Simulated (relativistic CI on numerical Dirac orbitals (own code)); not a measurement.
Zn4+: 3s photoemission

Computed with this model: Dirac-Coulomb-Breit CI, KLI orbitals optimised for each configuration, a model potential for QED, valence Slater integrals scaled by 0.8, multiplet model of photoemission in the sudden approximation; configurations [Ar] 3d8 → [Ne] 3s 3p6 3d8; 80 K; Lorentzian 1.05 eV and Gaussian 0.6 eV FWHM. Energies are those of the free ion, without screening or charge transfer. The energies are binding energies and can lie tens of eV above those of solids. Without intra-shell correlation the exchange splitting of an s hole comes out too large, often by half or more. S is read from ⟨S²⟩ = S(S + 1).

free ion: ground-state S = 1.00, centroid 219.31 eV. Peaks (eV, height): 216.8 (100), 224.4 (49).

Strongest unbroadened transitions for free ion:

| Energy (eV) | Relative strength |
| --- | --- |
| 216.80 | 100.0 |
| 217.04 | 21.3 |
| 222.92 | 1.0 |
| 222.93 | 0.0 |
| 224.43 | 57.7 |
